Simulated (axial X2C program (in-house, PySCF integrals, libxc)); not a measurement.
**Which molecule gave these maps?**

PBE0 fields computed with an axial X2C code built on PySCF integrals, two-component, near the equilibrium distance, one atom at z = 0.

The maps cover the half plane through the axis: z from -2.4 to 3.6 Å along the bond, ρ from 0.15 to 2.25 Å away from it.

log10 of the density in e/bohr³:

```
 ρ\z  -2.4  -1.8  -1.2  -0.6   0.0   0.6   1.2   1.8   2.4   3.0   3.6
0.15  -2.6  -2.2  -1.6  -0.3   1.4  -0.3  -0.3  -0.1  -1.1  -2.1  -3.0
0.45  -2.7  -2.3  -1.8  -0.7   0.0  -0.6  -0.6  -0.5  -1.3  -2.2  -3.1
0.75  -2.7  -2.3  -2.0  -1.3  -0.7  -1.1  -1.0  -1.0  -1.6  -2.4  -3.2
1.05  -2.8  -2.4  -2.1  -1.8  -1.5  -1.6  -1.4  -1.5  -2.0  -2.7  -3.4
1.35  -2.8  -2.5  -2.3  -2.1  -2.0  -2.0  -1.9  -2.0  -2.4  -3.0  -3.6
1.65  -3.0  -2.6  -2.4  -2.2  -2.2  -2.3  -2.3  -2.4  -2.8  -3.3  -3.9
1.95  -3.1  -2.8  -2.6  -2.4  -2.4  -2.5  -2.6  -2.8  -3.1  -3.6  -4.1
2.25  -3.2  -2.9  -2.7  -2.6  -2.6  -2.8  -2.9  -3.2  -3.5  -3.9  -4.4
```

Electron localisation function (collinear form, no current term, damped to 0 at low density):

```
 ρ\z  -2.4  -1.8  -1.2  -0.6   0.0   0.6   1.2   1.8   2.4   3.0   3.6
0.15  0.87  0.51  0.17  0.86  0.85  0.68  0.59  0.11  0.89  0.63  0.20
0.45  0.88  0.58  0.13  0.67  0.80  0.44  0.81  0.80  0.85  0.57  0.16
0.75  0.89  0.71  0.15  0.21  0.64  0.19  0.79  0.83  0.76  0.45  0.11
1.05  0.90  0.83  0.32  0.07  0.10  0.13  0.69  0.71  0.58  0.30  0.05
1.35  0.90  0.90  0.67  0.20  0.08  0.16  0.50  0.51  0.36  0.16  0.02
1.65  0.87  0.93  0.88  0.63  0.29  0.21  0.30  0.28  0.18  0.06  0.01
1.95  0.78  0.93  0.94  0.86  0.56  0.24  0.17  0.12  0.07  0.02  0.00
2.25  0.60  0.89  0.94  0.90  0.67  0.27  0.10  0.05  0.02  0.00  0.00
```

Task: Which molecule is it?
A. KO⁺
B. TiN⁻
C. TcF⁺
D. NiN⁺

Result: B. TiN⁻, with Ti at z = 0 and N at z = 1.569 Å, state Ω = 0 (closed shell), basis Ti dyall-acv3z [11s11p7d4f2g], N dyall-av3z [7s7p3d2f] (cores contracted in-house). The state is one determinant whose occupation by symmetry is held fixed; it was picked as the lowest of a PBE0 search that is not exhaustive. The highest occupied level of some functionals is positive through self-interaction error; at Hartree–Fock it is bound.
